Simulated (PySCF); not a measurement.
**`CN1CCN(C)P1[SiH3]`: 4 charge schemes on one density**

Compound: C4H13N2PSi.
Numbering: `[CH3:1][N:2]1[CH2:3][CH2:4][N:5]([CH3:6])[P:7]1[SiH3:8]` (hydrogens: H9, H10, H11 on C1; H12, H13 on C3; H14, H15 on C4; H16, H17, H18 on C6; H19, H20, H21 on Si8)

Cartesian coordinates in Å at the GFN2-xTB level; atoms count from 1:
```xyz
21
C4H13N2PSi angstrom
C     -1.989    1.797   -0.405
N     -1.000    0.859    0.085
C     -1.562   -0.375    0.609
C     -0.394   -1.344    0.701
N      0.329   -1.138   -0.541
C      1.537   -1.915   -0.684
P      0.399    0.548   -0.906
Si     1.908    1.398    0.571
H     -1.477    2.652   -0.844
H     -2.593    2.146    0.437
H     -2.661    1.363   -1.156
H     -2.335   -0.782   -0.058
H     -2.012   -0.182    1.588
H     -0.730   -2.384    0.760
H      0.222   -1.122    1.585
H      2.267   -1.719    0.114
H      1.282   -2.977   -0.670
H      1.996   -1.678   -1.644
H      1.666    2.837    0.643
H      3.250    1.159    0.028
H      1.889    0.873    1.941
```

Density: PBE0/pcSseg-1 (PySCF); schemes: Mulliken, IAO, Hirshfeld and ESP-fitted. The structure is a single GFN2-xTB conformer in the gas phase; no vibrational or solvent corrections.

Problem. What partial charge does each atom carry?

Solution. In e; atoms taken as equivalent share a row and are averaged (×n: the atom named and its like, n in all):

```json
{"atom": "C1/C6", "environment": "N-methyl carbon", "Mulliken": "-0.066", "IAO": "-0.304", "Hirshfeld": "-0.074", "ESP-fitted": "-0.608"}
{"atom": "N2/N5", "environment": "nitrogen bonded to 2 C and P", "Mulliken": "-0.766", "IAO": "-0.448", "Hirshfeld": "-0.139", "ESP-fitted": "+0.013"}
{"atom": "C3/C4", "environment": "sp3 carbon bound to nitrogen", "Mulliken": "+0.007", "IAO": "-0.152", "Hirshfeld": "-0.031", "ESP-fitted": "-0.211"}
{"atom": "P7", "environment": "three-coordinate phosphorus", "Mulliken": "+0.407", "IAO": "+0.493", "Hirshfeld": "+0.148", "ESP-fitted": "-0.155"}
{"atom": "Si8", "environment": "SiH3 silicon", "Mulliken": "+0.326", "IAO": "+0.323", "Hirshfeld": "+0.202", "ESP-fitted": "+0.269"}
{"atom": "H9 (×6)", "environment": "methyl hydrogen", "Mulliken": "+0.113", "IAO": "+0.136", "Hirshfeld": "+0.040", "ESP-fitted": "+0.202"}
{"atom": "H12/H13/H14/H15", "environment": "methylene hydrogen", "Mulliken": "+0.117", "IAO": "+0.127", "Hirshfeld": "+0.037", "ESP-fitted": "+0.133"}
{"atom": "H19/H20/H21", "environment": "Si–H hydrogen", "Mulliken": "-0.075", "IAO": "-0.112", "Hirshfeld": "-0.082", "ESP-fitted": "-0.082"}
```

Mean size of the charges over all atoms: IAO 0.204 e, ESP-fitted 0.194 e, Mulliken 0.183 e, Hirshfeld 0.070 e. Each set sums to the total charge, 0, to within 0.001 e. The Mulliken scheme counts on each atom the diagonal of the density matrix times the overlap matrix over that atom's basis functions.

Some averages cover members that differ in this geometry: C3/C4, ESP-fitted -0.307 to -0.115; C3/C4, Mulliken -0.026 to +0.041; H12/H13/H14/H15, ESP-fitted +0.101 to +0.166; H9 (×6), ESP-fitted +0.179 to +0.235 e.

Lowest charge. The schemes don't all agree: Mulliken N2/N5 (-0.766); IAO N2/N5 (-0.448); Hirshfeld N2/N5 (-0.139); ESP-fitted C1/C6 (-0.608).

Highest charge. The schemes don't all agree: Mulliken P7 (+0.407); IAO P7 (+0.493); Hirshfeld Si8 (+0.202); ESP-fitted Si8 (+0.269).

Problem. How closely do the schemes follow one another over all atoms?

Solution. Correlation coefficient and root-mean-square difference: IAO with Hirshfeld 0.94, 0.162 e; Mulliken with IAO 0.87, 0.135 e; Mulliken with Hirshfeld 0.84, 0.211 e; IAO with ESP-fitted 0.56, 0.228 e; Hirshfeld with ESP-fitted 0.50, 0.218 e; Mulliken with ESP-fitted 0.21, 0.330 e.

Problem. How many electrons does the Hirshfeld scheme count on C1?

Solution. Its own charge is -0.076 e, so Z − q = 6.076.

Problem. Sum the charges by element, for elements with more than one atom.

Solution. 
| element | atoms | Mulliken | IAO | Hirshfeld | ESP-fitted |
| --- | --- | --- | --- | --- | --- |
| C | 4 | -0.117 | -0.913 | -0.209 | -1.639 |
| N | 2 | -1.532 | -0.896 | -0.278 | +0.026 |
| H | 13 | +0.916 | +0.992 | +0.138 | +1.500 |
